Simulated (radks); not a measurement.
Question: Mo3+, 39 electrons, occupied as [Kr] 4d2 5d1 (not the ground configuration). Calculated with a radial shooting solver on a logarithmic mesh with Libxc functionals: Dirac Kohn-Sham, BLYP, spin-unpolarised, spherical densities, finite nucleus; open shells are shared between the two j in proportion to 2j + 1; Fermi nuclear charge, rms radius 4.4091 fm. Some entries of the table are withheld. Estimate them.

| orbital | occ. | eigenvalue (eV) | <r> (bohr) | <1/r> (bohr^-1) |
|---|---|---|---|---|
| 1s1/2 | 2 | -19857.18 | 0.03517 | 43.55 |
| 2s1/2 | 2 | -2839.484 | 0.1534 | 9.912 |
| 2p1/2 | 2 | -2615.816 | 0.1307 | 9.890 |
| 2p3/2 | 4 | -2509.198 | 0.1353 | 9.417 |
| 3s1/2 | 2 | -516.8934 | 0.4287 | 3.391 |
| 3p1/2 | 2 | -431.8092 | 0.4233 | 3.290 |
| 3p3/2 | 4 | -414.2414 | 0.4339 | 3.176 |
| 3d3/2 | 4 | (1) | 0.4130 | (2) |
| 3d5/2 | 6 | (3) | 0.4165 | (4) |
| 4s1/2 | 2 | -103.4689 | 1.088 | (5) |
| 4p1/2 | 2 | (6) | (7) | 1.146 |
| 4p3/2 | 4 | (8) | (9) | 1.115 |
| 4d3/2 | 0.8 | (10) | 1.538 | 0.8550 |
| 4d5/2 | 1.2 | (11) | 1.548 | 0.8483 |
| 5d3/2 | 0.4 | -15.1461 | 4.011 | 0.3299 |
| 5d5/2 | 0.6 | -15.0873 | 4.026 | 0.3286 |

Answer: 
(1) 3d3/2 eigenvalue (eV): -263.7709
(2) 3d3/2 <1/r> (bohr^-1): 2.988
(3) 3d5/2 eigenvalue (eV): -260.4419
(4) 3d5/2 <1/r> (bohr^-1): 2.959
(5) 4s1/2 <1/r> (bohr^-1): 1.258
(6) 4p1/2 eigenvalue (eV): -78.7122
(7) 4p1/2 <r> (bohr): 1.178
(8) 4p3/2 eigenvalue (eV): -76.0362
(9) 4p3/2 <r> (bohr): 1.205
(10) 4d3/2 eigenvalue (eV): -39.0168
(11) 4d5/2 eigenvalue (eV): -38.6999
